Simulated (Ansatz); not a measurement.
A run for Ansatz (a quantum-chemistry and plane-wave program): R-r2SCAN/def2-TZVPP on C3H4O (SMILES [CH2]C([CH2])=O), 2S+1 = 1, a spin state set in the input, which need not be the lowest.

Ansatz 0.2 input:
```yaml
crystal:
  periodic: [false, false, false]
  atoms:
    - {symbol: C, position_ang: [1.04801593, -0.72610934, 0.53613549]}
    - {symbol: C, position_ang: [0.02120518, 0.11927409, -0.03386976]}
    - {symbol: C, position_ang: [-1.26924985, -0.51827856, -0.18277195]}
    - {symbol: O, position_ang: [0.22937382, 1.29017289, -0.36636490]}
    - {symbol: H, position_ang: [2.04155011, -0.32312840, 0.68011012]}
    - {symbol: H, position_ang: [0.84911947, -1.74994766, 0.82214096]}
    - {symbol: H, position_ang: [-2.09055781, 0.04747183, -0.60183310]}
    - {symbol: H, position_ang: [-1.43492990, -1.54509599, 0.11353856]}
basis:
  gaussian:
    orbitals: def2-TZVPP
hamiltonian:
  xc: {name: r2SCAN}
```

**Question.** Predict the final total energy.

**Answer.** -191.7840 hartree.

**Question.** How many basis functions does it have, and what does it roughly cost on one machine?

**Answer.** 180 functions; about 12 core-seconds (a rough figure).
